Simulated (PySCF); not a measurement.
Cost of one run: shielding job, `C[S+](C)[B-](Cl)(Cl)Cl`.

Method: GIAO wB97X-D/pcSseg-2 NMR shielding, non-relativistic, gas phase (PySCF 2.14.0, density-fitted response routines). Geometry: PBE0-D3(BJ)/def2-TZVP. Work: shieldings, density fitting. The input is one job of a driver script: a line of settings, then coordinates in Å.

Command:
```bash
OMP_NUM_THREADS=1 python probes_run.py task.json out
```

Input:
```
{"job": {"kind": "nmr", "xc": "wB97X-D", "basis": "pcSseg-2", "pop": false}, "charge": 0, "multiplicity": 1}
C     -0.691148     1.136359    -0.978327
S      0.050956     0.632383     0.568402
C     -1.057765    -0.676005     1.074809
B      1.693504    -0.352036    -0.008464
Cl     2.323061    -1.051100     1.549248
Cl     1.211224    -1.619809    -1.226292
Cl     2.736379     0.962747    -0.712627
H     -0.004226     1.847110    -1.435156
H     -1.645467     1.618603    -0.769937
H     -0.813799     0.268126    -1.625198
H     -2.041018    -0.247807     1.265888
H     -1.098553    -1.439354     0.298283
H     -0.648396    -1.096499     1.991863
```

Hardware: AMD EPYC 7R43, one thread, shared host. PySCF's memory limit was set to 2400 MB.

The basis has 364 functions.

Task: Which is nearest to the wall time?
A. 12 s
B. 96 s
C. 13 min

Result: B. The run took 96 s. The SCF took 14 cycles.

Task: Estimate the peak memory.

Result: About 1.9 GiB. Peak memory is the resident size of the whole Python process, interpreter and libraries included.

Task: At this speed, how long would 500 such jobs take on 8 cores, one job a core?

Result: 500/8 gives 63 rounds of 96 s, about 1.7 h of wall time and 13 core-hours, if the jobs don't slow each other.

The SCF part of the output:
```
coarse grid: 13480 points
cycle   1  E = -1883.5816577696  dE =  8.577e-01  |g| = 4.937e-01  |ddm| = 2.457e+00
cycle   2  E = -1883.6020130578  dE = -2.036e-02  |g| = 4.965e-01  |ddm| = 8.640e-01
cycle   3  E = -1883.6558978484  dE = -5.388e-02  |g| = 5.637e-02  |ddm| = 3.805e-01
cycle   4  E = -1883.6566809021  dE = -7.831e-04  |g| = 2.659e-02  |ddm| = 7.616e-02
cycle   5  E = -1883.6568510404  dE = -1.701e-04  |g| = 5.181e-03  |ddm| = 2.619e-02
cycle   6  E = -1883.6568614122  dE = -1.037e-05  |g| = 1.704e-03  |ddm| = 9.559e-03
cycle   7  E = -1883.6568622440  dE = -8.318e-07  |g| = 3.978e-04  |ddm| = 2.033e-03
final grid: 112840 points
cycle   8  E = -1883.6915372719  dE = -2.952e-04  |g| = 7.693e-03  |ddm| = 4.358e-02
cycle   9  E = -1883.6915434208  dE = -6.149e-06  |g| = 5.767e-03  |ddm| = 1.016e-02
cycle  10  E = -1883.6915503617  dE = -6.941e-06  |g| = 6.715e-04  |ddm| = 3.918e-03
cycle  11  E = -1883.6915504675  dE = -1.058e-07  |g| = 2.911e-04  |ddm| = 8.497e-04
cycle  12  E = -1883.6915504874  dE = -1.989e-08  |g| = 9.478e-05  |ddm| = 3.123e-04
cycle  13  E = -1883.6915504902  dE = -2.828e-09  |g| = 3.636e-05  |ddm| = 1.555e-04
cycle  14  E = -1883.6915504906  dE = -3.865e-10  |g| = 8.895e-06  |ddm| = 4.090e-05
converged SCF energy = -1883.6915504906
```

On the final grid dE counts from the start density on that grid.

Other jobs ran on the host; a repeat could differ by tens of per cent or more.

wB97X-D is run here without its empirical dispersion term; that term would change no orbital, density or response property at a fixed geometry.
